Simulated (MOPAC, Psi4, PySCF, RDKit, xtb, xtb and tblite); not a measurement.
Two geometries of SMILES c1ccc([SiH2][SiH2]c2ccccc2)cc1 (C12H14Si2), relaxed at GFN2-xTB with one dihedral held; other torsions can differ between them too.

Structure A

```
28

C      2.6872     1.0960     1.7256
C      3.0495     1.3118     0.4073
C      2.5535     0.4916    -0.5907
C      1.6878    -0.5568    -0.2979
Si     0.9719    -1.6814    -1.6419
Si     1.6906    -1.1167    -3.7657
C      1.6455     0.7598    -4.0027
C      0.5817     1.5047    -3.5007
C      0.5388     2.8792    -3.6416
C      1.5689     3.5404    -4.2900
C      2.6355     2.8174    -4.7963
C      2.6689     1.4419    -4.6521
C      1.3358    -0.7578     1.0339
C      1.8281     0.0551     2.0378
H      3.0720     1.7356     2.5068
H      3.7190     2.1220     0.1550
H      2.8479     0.6746    -1.6155
H      1.3321    -3.0619    -1.2777
H     -0.4937    -1.6208    -1.4963
H      3.0623    -1.5494    -4.0736
H      0.8381    -1.7074    -4.8096
H     -0.2236     0.9977    -2.9853
H     -0.2957     3.4381    -3.2422
H      1.5411     4.6151    -4.3979
H      3.4430     3.3275    -5.3023
H      3.5069     0.8843    -5.0467
H      0.6637    -1.5671     1.2830
H      1.5417    -0.1198     3.0653
```

Structure B

```
28

C     -1.7135     1.6640     1.1414
C     -1.7546     1.9069    -0.2210
C     -1.7067     0.8514    -1.1117
C     -1.6169    -0.4642    -0.6679
Si    -1.3432    -1.8699    -1.9005
Si     0.9417    -1.8026    -2.3329
C      1.5194    -0.2175    -1.4819
C      1.7063    -0.1909    -0.1032
C      1.9739     0.9906     0.5615
C      2.0585     2.1778    -0.1459
C      1.8845     2.1708    -1.5191
C      1.6149     0.9839    -2.1753
C     -1.5842    -0.6881     0.7041
C     -1.6346     0.3614     1.6030
H     -1.7435     2.4871     1.8406
H     -1.8178     2.9215    -0.5879
H     -1.7336     1.0506    -2.1744
H     -2.1970    -1.6261    -3.0722
H     -1.8206    -3.1174    -1.2871
H      1.3025    -1.7178    -3.7552
H      1.7038    -2.9288    -1.7741
H      1.6366    -1.1129     0.4580
H      2.1097     0.9889     1.6337
H      2.2595     3.1046     0.3715
H      1.9528     3.0940    -2.0773
H      1.4737     0.9878    -3.2477
H     -1.5167    -1.7028     1.0724
H     -1.6061     0.1652     2.6656
```

Task: Which is lower in energy at the level Psi4 with PBE0-D3(BJ)/def2-SVP // GFN2-xTB, and by how much?

Result: B is lower, by 0.56 kcal/mol (dihedral C3–C4–Si5–Si6: 0° in A, 80° in B).

E(B) − E(A) in kcal/mol at the other levels, on the same two geometries: GFN2-xTB (xtb and tblite) -1.55; MMFF94 // GFN2-xTB (RDKit) 1.91; PBE0/def2-SVP // GFN2-xTB (Psi4) 2.00; PBE/def2-SVP // GFN2-xTB (Psi4) 2.04; PBE-D3(BJ)/def2-SVP // GFN2-xTB (Psi4) -0.44; UFF // GFN2-xTB (RDKit) -0.63; PM7, restricted, heats of formation // GFN2-xTB (MOPAC) -4.57; PM6, restricted, heats of formation // GFN2-xTB (MOPAC) 1.46; GFN1-xTB // GFN2-xTB (xtb) 0.18; restricted B3LYP/6-31G*, spherical d, density fitting // GFN2-xTB (PySCF) 3.27; restricted Hartree-Fock/6-31G*, spherical d, density fitting // GFN2-xTB (PySCF) 4.13.
